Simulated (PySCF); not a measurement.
# Polarisability and C₆ of K (potassium, neutral)

[Ar] 4s1, 2S determinant. Computed with PySCF 2.14 in aug-cc-pwCVTZ-X2C, with the spin-free X2C one-electron Hamiltonian (Gaussian nucleus). Coupled (time-dependent) response in atomic units; α is the mean over directions.

```csv
method,mean α (bohr³),C₆ (like pair),S(−4)
wB97X-V,364.6,5435,128700
```

S(−4) is the Cauchy moment in α(ω) = α(0) + S(−4) ω² + …

Reference α: 289.7 ± 0.3 bohr³ (recommended; Schwerdtfeger and Nagle, table of static dipole polarizabilities (2023 update)). Published C₆: 3923 (Chu and Dalgarno (2004); Tang, Norbeck and Certain (1976)).

α(iu) at wB97X-V:

```csv
u (hartree),α(iu) (bohr³)
0,364.6
0.0500,195.0
0.100,83.99
0.200,28.91
0.300,16.00
0.500,8.452
0.750,5.364
1.00,3.835
1.50,2.251
2.00,1.467
3.00,0.7555
5.00,0.3070
```
